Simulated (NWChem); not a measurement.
System: AlH3O3; SMILES [OH][Al]([OH])[OH]

Here is an NWChem input.

```
start job
memory heap 200 mb stack 900 mb global 1100 mb
geometry units angstroms noautosym nocenter noautoz
  Al     0.000000     0.000000     0.000000
  O     -1.471187     0.842905     0.000000
  H     -1.533537     1.798950     0.000000
  O      1.465571     0.852633     0.000000
  H      2.324705     0.428607     0.000000
  O      0.005616    -1.695538     0.000000
  H     -0.791168    -2.227557     0.000000
end
basis spherical
  * library def2-svp
end
dft
  xc b3lyp
  iterations 150
  mulliken
end
task dft energy
esp
  recalculate
  probe 0.07
  range 0.3
  factor 1.0
  spacing 0.02
end
task esp
```

Excerpt of the output:

```
             Northwest Computational Chemistry Package (NWChem) 7.3.0
             --------------------------------------------------------

                             Geometry "geometry" -> ""
                             -------------------------

 Output coordinates in angstroms (scale by  1.889725989 to convert to a.u.)

  No.       Tag          Charge          X              Y              Z
 ---- ---------------- ---------- -------------- -------------- --------------
    1 Al                  13.0000     0.00000000     0.00000000     0.00000000
    2 O                    8.0000    -1.47118700     0.84290500     0.00000000
    3 H                    1.0000    -1.53353700     1.79895000     0.00000000
    4 O                    8.0000     1.46557100     0.85263300     0.00000000
    5 H                    1.0000     2.32470500     0.42860700     0.00000000
    6 O                    8.0000     0.00561600    -1.69553800     0.00000000
    7 H                    1.0000    -0.79116800    -2.22755700     0.00000000

 Effective nuclear repulsion energy (a.u.)     161.7097989041

                                 NWChem DFT Module
                                 -----------------

 Summary of "ao basis" -> "ao basis" (spherical)
 ------------------------------------------------------------------------------
       Tag                 Description            Shells   Functions and Types
 ---------------- ------------------------------  ------  ---------------------
 Al                         def2-svp                 8       18   4s3p1d
 O                          def2-svp                 6       14   3s2p1d
 H                          def2-svp                 3        5   2s1p

            General Information
            -------------------
          SCF calculation type: DFT
          Wavefunction type:  closed shell.
          No. of atoms     :     7
          No. of electrons :    40
           Alpha electrons :    20
            Beta electrons :    20
          Charge           :     0
          Spin multiplicity:     1
          Use of symmetry is: off; symmetry adaption is: off
          Maximum number of iterations: 150
          AO basis - number of functions:    75
                     number of shells:    35
          Convergence on energy requested:  1.00D-06
          Convergence on density requested:  1.00D-05
          Convergence on gradient requested:  5.00D-04

              XC Information
              --------------
                         B3LYP Method XC Potential
                     Hartree-Fock (Exact) Exchange  0.200
                        Slater Exchange Functional  0.800 local
                    Becke 1988 Exchange Functional  0.720 non-local
              Lee-Yang-Parr Correlation Functional  0.810
                  VWN I RPA Correlation Functional  0.190 local

             Grid Information
             ----------------
          Grid used for XC integration:  medium
          Radial quadrature: Mura-Knowles
          Angular quadrature: Lebedev.
          Tag              B.-S. Rad. Rad. Pts. Rad. Cut. Ang. Pts.
          ---              ---------- --------- --------- ---------
          Al                  1.25       88           8.0       590
          O                   0.60       49          10.0       434
          H                   0.35       45          11.0       434
          Grid pruning is: on
          Number of quadrature shells:   370
          Spatial weights used:  Erf1

      Superposition of Atomic Density Guess
      -------------------------------------

 Sum of atomic energies:        -467.36271585

      Non-variational initial energy
      ------------------------------

 Total energy =    -468.159264
 1-e energy   =    -967.951760
 2-e energy   =     338.082697
 HOMO         =      -0.505275
 LUMO         =      -0.056551

     ---------------------------------------------
      Total Density - Mulliken Population Analysis
     ---------------------------------------------

    Atom       Charge   Shell Charges
 -----------   ------   -------------------------------------------------------
    1 Al  13    11.46   2.00  1.99  0.51  0.02  5.93  0.51  0.20  0.29
    2 O    8     8.87   1.99  1.10  0.64  3.14  1.99  0.00
    3 H    1     0.65   0.52  0.07  0.06
    4 O    8     8.87   1.99  1.10  0.64  3.14  1.99  0.00
    5 H    1     0.65   0.52  0.07  0.06
    6 O    8     8.87   1.99  1.10  0.64  3.14  1.99  0.00
    7 H    1     0.65   0.52  0.07  0.06

   convergence    iter        energy       DeltaE   RMS-Dens  Diis-err
 ---------------- ----- ----------------- --------- --------- ---------
 d= 0,ls=0.0,diis     1   -469.7047936069 -6.31D+02  1.84D-02  1.22D+00
 d= 0,ls=0.0,diis     2   -469.5904824573  1.14D-01  1.04D-02  2.61D+00
 d= 0,ls=0.0,diis     3   -469.8338282106 -2.43D-01  8.91D-04  1.41D-02
 d= 0,ls=0.0,diis     4   -469.8351676100 -1.34D-03  1.72D-04  2.57D-04
 d= 0,ls=0.0,diis     5   -469.8351955849 -2.80D-05  3.37D-05  6.32D-06
 d= 0,ls=0.0,diis     6   -469.8351962866 -7.02D-07  5.98D-06  2.69D-07

         Total DFT energy =     -469.835196286583
      One electron energy =     -973.036603776678
           Coulomb energy =      387.260474168069
    Exchange-Corr. energy =      -45.768865582039
 Nuclear repulsion energy =      161.709798904064

 Numeric. integr. density =       40.000004233278

                       DFT Final Molecular Orbital Analysis
                       ------------------------------------

 Vector   18  Occ=2.000000D+00  E=-3.297601D-01
              MO Center=  8.3D-01,  1.4D-02, -5.3D-10, r^2= 2.9D+00
   Bfn.  Coefficient  Atom+Function         Bfn.  Coefficient  Atom+Function
  ----- ------------  ---------------      ----- ------------  ---------------
    42      0.452306  4 O  py                45      0.313992  4 O  py
    61      0.278816  6 O  py                60     -0.213379  6 O  px
    64      0.184577  6 O  py                63     -0.156846  6 O  px
    41      0.126043  4 O  px                 8     -0.111889  1 Al px
    12      0.109356  1 Al py                22      0.106794  2 O  px

 Vector   19  Occ=2.000000D+00  E=-3.036568D-01
              MO Center= -8.0D-01,  1.8D-01,  3.6D-10, r^2= 2.7D+00
   Bfn.  Coefficient  Atom+Function         Bfn.  Coefficient  Atom+Function
  ----- ------------  ---------------      ----- ------------  ---------------
    24      0.502015  2 O  pz                27      0.391596  2 O  pz
    62     -0.319296  6 O  pz                65     -0.248282  6 O  pz
    43     -0.182723  4 O  pz                46     -0.143316  4 O  pz
    17      0.061514  1 Al d  1              15      0.053401  1 Al d -1

 Vector   20  Occ=2.000000D+00  E=-3.036566D-01
              MO Center=  8.0D-01, -1.8D-01, -7.4D-10, r^2= 2.7D+00
   Bfn.  Coefficient  Atom+Function         Bfn.  Coefficient  Atom+Function
  ----- ------------  ---------------      ----- ------------  ---------------
    43      0.474185  4 O  pz                62     -0.395333  6 O  pz
    46      0.369434  4 O  pz                65     -0.308832  6 O  pz
    24     -0.078850  2 O  pz                15      0.061514  1 Al d -1
    27     -0.060602  2 O  pz                17     -0.053401  1 Al d  1

 Vector   21  Occ=0.000000D+00  E=-1.767892D-02
              MO Center=  3.6D-07, -2.8D-06,  3.8D-10, r^2= 5.3D+00
   Bfn.  Coefficient  Atom+Function         Bfn.  Coefficient  Atom+Function
  ----- ------------  ---------------      ----- ------------  ---------------
     4      1.149000  1 Al s                 21     -0.365581  2 O  s
    40     -0.365580  4 O  s                 59     -0.365583  6 O  s
     2      0.160752  1 Al s                 34      0.154720  3 H  s
    53      0.154720  5 H  s                 72      0.154718  7 H  s
    20     -0.136561  2 O  s                 39     -0.136561  4 O  s

[...]

                     NWChem Electrostatic Potential Fit Module
                     -----------------------------------------

 Atom parameters

 Number of atoms is                                    7
 Number of basis functions is                         75

 Grid parameters

 Maximum number of grid points is                  33558
 Number of grid points is                          33557
 Grid range                                     0.300000 nm
 Grid spacing                                   0.020000 nm
 Probe radius                                   0.070000 nm
 Atom radius factor                             1.000000

 Atomic radii

    1    0.100000
    8    0.136000
   13    0.195000
 FASTESP  F
  using M.O. file = ./job.movecs

    Atom              Coordinates                           Charge

                                                  ESP

    1 Al    0.000000    0.000000    0.000000    1.275189
    2 O    -0.147119    0.084291    0.000000   -0.847411
    3 H    -0.153354    0.179895    0.000000    0.422453
    4 O     0.146557    0.085263    0.000000   -0.847507
    5 H     0.232471    0.042861    0.000000    0.422448
    6 O     0.000562   -0.169554    0.000000   -0.847851
    7 H    -0.079117   -0.222756    0.000000    0.422680
                                            ------------
                                               -0.000000

 Dipole moment                                  0.000697

 Quadrupole moment Qxx                         -0.404627
                   Qyy                         -0.405902
                   Qzz                          0.810529

 RMS deviation kJ/mol                           0.039280

 RRMS %                                        14.677544
```

Level: B3LYP/def2-SVP. Structure relaxed at the PBE0/def2-SVP level.
